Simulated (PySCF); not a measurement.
Molecule: C$_{3}$H$_{10}$GeN (charge 0, doublet). It need not be the lowest isomer of its formula. SMILES: C[CH][N](C)[GeH3]
Structure (B3LYP-D3(BJ)/def2-TZVP (Ansatz) minimum search):
```xyz
15

C     -2.3186    -0.2983    -0.5873
C     -1.3384     0.7974    -0.8106
N     -0.1310     0.8209    -0.1282
C      0.7163     1.9751    -0.3923
Ge     0.7007    -0.7495     0.4360
H     -2.6813    -0.3485     0.4518
H     -3.1875    -0.1551    -1.2297
H     -1.9066    -1.2871    -0.8210
H     -1.6943     1.7652    -1.1439
H      0.1441     2.8939    -0.2349
H      1.5650     1.9876     0.2909
H      1.0977     1.9882    -1.4214
H      1.9307    -0.2831     1.2280
H     -0.2666    -1.5406     1.3256
H      1.1390    -1.6282    -0.7596
```
Charge 0, spin multiplicity 2.

Dispersion corrections to the total energy (kcal/mol) from the dftd3 and dftd4 libraries through PySCF: D3(BJ) without and D4 with the three-body term, each with the damping fitted for the functional named.

```json
[
 {"functional": "BP86", "D3(BJ)": "-12.23", "D4": "-10.02"},
 {"functional": "PBE", "D3(BJ)": "…", "D4": "-7.50"},
 {"functional": "TPSS", "D3(BJ)": "-9.64", "D4": "-10.12"},
 {"functional": "B3LYP", "D3(BJ)": "-13.20", "D4": "-11.99"},
 {"functional": "B2GP-PLYP", "D3(BJ)": "…", "D4": "-3.19"},
 {"functional": "BHLYP", "D3(BJ)": "-10.38", "D4": "…"},
 {"functional": "B2PLYP", "D3(BJ)": "-6.20", "D4": "-5.25"}
]
```

Question: What belongs in the gaps?

Answer: 
- PBE, D3(BJ): -7.62
- B2GP-PLYP, D3(BJ): -4.99
- BHLYP, D4: -8.86
